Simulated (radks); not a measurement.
The numbers below are computed, except where a source is named.
The helium ion He+, configuration 1s1. Level of theory: scalar-relativistic Kohn-Sham, LDA (Slater exchange, Perdew-Wang correlation), spin-polarised, spherical densities, point nucleus; open shells are filled with parallel spins first (a radial shooting solver on a logarithmic mesh with Libxc functionals).

Radial electron density D(r) = 4 pi r^2 rho(r):

| r (bohr) | D(r) (e/bohr) |
|---|---|
| 0.05023 | 0.06404 |
| 0.06086 | 0.09010 |
| 0.07434 | 0.1273 |
| 0.0908 | 0.1778 |
| 0.11 | 0.2416 |
| 0.1344 | 0.3268 |
| 0.1641 | 0.4326 |
| 0.2005 | 0.5577 |
| 0.2429 | 0.6907 |
| 0.2967 | 0.8307 |
| 0.3624 | 0.9533 |
| 0.4426 | 1.033 |
| 0.5363 | 1.047 |
| 0.655 | 0.9778 |
| 0.8 | 0.8264 |
| 0.9771 | 0.6185 |
| 1.184 | 0.4078 |
| 1.446 | 0.2219 |
| 1.766 | 0.09735 |
| 2.14 | 0.03455 |
| 2.614 | 0.008637 |
| 3.193 | 0.001480 |
| 3.9 | 0.0001609 |

D(r) has 1 maximum, at r = 0.507 bohr.
